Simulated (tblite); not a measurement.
CH4FNSi.
Cartesian coordinates in Å at the GFN2-xTB level; atoms count from 1:
```xyz
8
CH4FNSi angstrom
N     -1.8803    0.2362   -0.1070
C     -0.8375   -0.4458    0.0704
Si     0.9814    0.1095    0.0023
F      1.8454   -1.2158    0.2929
H     -1.7264    1.2230   -0.3160
H     -1.0264   -1.4977    0.2918
H      1.3558    0.5562   -1.3299
H      1.2970    1.0438    1.0710
```

Level: GFN2-xTB in tblite, geometry and Hessian alike; calculated harmonic values, unscaled, isolated species. Errors from tens to a few hundred cm⁻¹ against measured bands are possible. Modes of hydrogen on silicon can be 10 to 20 % off. One conformer, not necessarily the lowest.

Harmonic wavenumbers (cm⁻¹): 39.2, 157.8, 336.4, 410.6, 555.0, 653.4, 692.8, 716.7, 761.1, 831.4, 1101.8, 1169.5, 1358.0, 1706.8, 2336.3, 2354.3, 2944.4, 3291.5.

A = 19168, B = 3141, C = 2789 MHz; mass 77.010 u (most abundant isotopes); point group Cs, symmetry number 1.

**Question.** What is the zero-point energy?

**Answer.** ½Σν̃ = 10708 cm⁻¹ = 128.10 kJ/mol.

**Question.** Entropy at 298.15 K, 1 bar (ideal gas, RRHO, classical rotation)?

**Answer.** Translation 163.03, rotation 104.86, vibration 50.59: S = 318.5 J/(mol K).

**Question.** And Cp and H(298.15 K) − H(0)?

**Answer.** Cp = 85.98 J/(mol K), of which vibrations give 52.72 (their classical limit is 18 R = 149.7); H(298.15 K) − H(0) = 17.58 kJ/mol without the zero-point energy, 7.67 from vibrations.

**Question.** How do the functions run with temperature in this model?

**Answer.** 
```json
{"T (K)": "150", "S (J/(mol K))": "270.0", "Cp (J/(mol K))": "57.9", "H − H(0) (kJ/mol)": "6.89", "G − H(0) (kJ/mol)": "-33.61", "ln q(vib)": "1.48"}
{"T (K)": "250", "S (J/(mol K))": "304.1", "Cp (J/(mol K))": "77.3", "H − H(0) (kJ/mol)": "13.65", "G − H(0) (kJ/mol)": "-62.38", "ln q(vib)": "2.50"}
{"T (K)": "400", "S (J/(mol K))": "346.0", "Cp (J/(mol K))": "101.4", "H − H(0) (kJ/mol)": "27.16", "G − H(0) (kJ/mol)": "-111.24", "ln q(vib)": "4.05"}
{"T (K)": "600", "S (J/(mol K))": "391.5", "Cp (J/(mol K))": "122.7", "H − H(0) (kJ/mol)": "49.73", "G − H(0) (kJ/mol)": "-185.16", "ln q(vib)": "6.10"}
{"T (K)": "900", "S (J/(mol K))": "445.3", "Cp (J/(mol K))": "142.6", "H − H(0) (kJ/mol)": "89.78", "G − H(0) (kJ/mol)": "-311.02", "ln q(vib)": "8.92"}
```

q(vib) and H(0) count from the zero-point level.

**Question.** Which modes carry the vibrational entropy at 298.15 K?

**Answer.** 39.2 cm⁻¹: 22.17; 157.8 cm⁻¹: 10.78; 336.4 cm⁻¹: 5.14; 410.6 cm⁻¹: 3.87; 555.0 cm⁻¹: 2.23; 653.4 cm⁻¹: 1.53 J/(mol K); the other 12 give 4.86 together.

**Question.** Blend soft modes into free rotors: weight 1/[1 + (100 cm⁻¹/ν̃)⁴] for the oscillator and the rest for a rotor with moment μB/(μ + B), μ = h/(8π²ν), B = 10⁻⁴⁴ kg m². What vibrational entropy results?

**Answer.** 44.33 J/(mol K) in place of 50.59, which changes −T·S at 298.15 K by +1.87 kJ/mol.

Hindered rotation and anharmonicity are outside this model. Other conformers, if any are populated, would add a mixing term that is left out.
